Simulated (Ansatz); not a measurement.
Cost and result up the ladder for (H2Al-mu-OH)2 (Al₂O₂H₆) (10 atoms). Charge 0, multiplicity 1. Geometry: r2SCAN-D4/def2-SVP.

Cartesian coordinates in Å:
```
Al -1.2021 0.5264 -0.5723
H -2.6010 -0.0479 -0.0851
H -1.0948 1.6661 -1.6740
O 0.0866 -0.7892 -0.9081
Al 1.2020 -0.5265 0.5723
H 2.6014 0.0472 0.0859
H 1.0941 -1.6662 1.6739
O -0.0864 0.7896 0.9077
H 0.3759 -1.0777 -1.7811
H -0.3757 1.0781 1.7808
```

Ansatz on 4 threads of Arm Neoverse V2 on a shared host. Times are rough, and most runs start from the orbitals of an earlier one. ωB97X-V/def2-TZVP serves as the yardstick here, not as an exact answer. Differences are given only for rows in sets of like size (and for xTB, whose basis is part of the method), since another set adds its own error. Binding counts from free atoms at the same level (Al doublet, H doublet, O triplet; other spins of the atoms weren't run), without zero-point energy or a counterpoise term.

HSE06 is defined as in plane-wave codes, on full-range PBE exchange. Correlated methods freeze 12 core orbitals.

Correlated methods converge slowly with the basis.

```json
{"level": "HF/STO-3G", "functions": "34", "wall time": "0.1 s", "binding energy per atom (eV)": "3.43", "difference from ωB97X-V/def2-TZVP (eV)": "–"}
{"level": "PBE0-D4/def2-SVP", "functions": "94", "wall time": "0.81 s", "binding energy per atom (eV)": "3.35", "difference from ωB97X-V/def2-TZVP (eV)": "–"}
{"level": "MP2/def2-TZVP", "functions": "172", "wall time": "1.3 s", "binding energy per atom (eV)": "3.34", "difference from ωB97X-V/def2-TZVP (eV)": "-0.08"}
{"level": "revPBE-D4/def2-TZVP", "functions": "172", "wall time": "1.4 s", "binding energy per atom (eV)": "3.29", "difference from ωB97X-V/def2-TZVP (eV)": "-0.12"}
{"level": "PBE-D4/def2-TZVP", "functions": "172", "wall time": "1.4 s", "binding energy per atom (eV)": "3.36", "difference from ωB97X-V/def2-TZVP (eV)": "-0.05"}
{"level": "BLYP-D4/def2-TZVP", "functions": "172", "wall time": "1.4 s", "binding energy per atom (eV)": "3.36", "difference from ωB97X-V/def2-TZVP (eV)": "-0.05"}
{"level": "PBE0-D4/def2-TZVP", "functions": "172", "wall time": "1.7 s", "binding energy per atom (eV)": "3.33", "difference from ωB97X-V/def2-TZVP (eV)": "-0.09"}
{"level": "HSE06-D4/def2-TZVP", "functions": "172", "wall time": "1.8 s", "binding energy per atom (eV)": "3.33", "difference from ωB97X-V/def2-TZVP (eV)": "-0.09"}
{"level": "BHLYP-D4/def2-TZVP", "functions": "172", "wall time": "1.9 s", "binding energy per atom (eV)": "3.31", "difference from ωB97X-V/def2-TZVP (eV)": "-0.10"}
{"level": "r2SCAN0-D4/def2-TZVP", "functions": "172", "wall time": "3.3 s", "binding energy per atom (eV)": "3.36", "difference from ωB97X-V/def2-TZVP (eV)": "-0.06"}
{"level": "r2SCAN-D4/def2-TZVP (with forces)", "functions": "172", "wall time": "3.4 s", "binding energy per atom (eV)": "3.41", "difference from ωB97X-V/def2-TZVP (eV)": "-0.01"}
{"level": "r2SCAN-D4/def2-TZVPD", "functions": "220", "wall time": "4.3 s", "binding energy per atom (eV)": "3.41", "difference from ωB97X-V/def2-TZVP (eV)": "-0.01"}
{"level": "ωB97X-V/def2-TZVP", "functions": "172", "wall time": "5.5 s", "binding energy per atom (eV)": "3.42", "difference from ωB97X-V/def2-TZVP (eV)": "0.00"}
{"level": "CCSD(T)/def2-TZVPP", "functions": "230", "wall time": "3.7 min", "binding energy per atom (eV)": "3.35", "difference from ωB97X-V/def2-TZVP (eV)": "-0.06"}
```
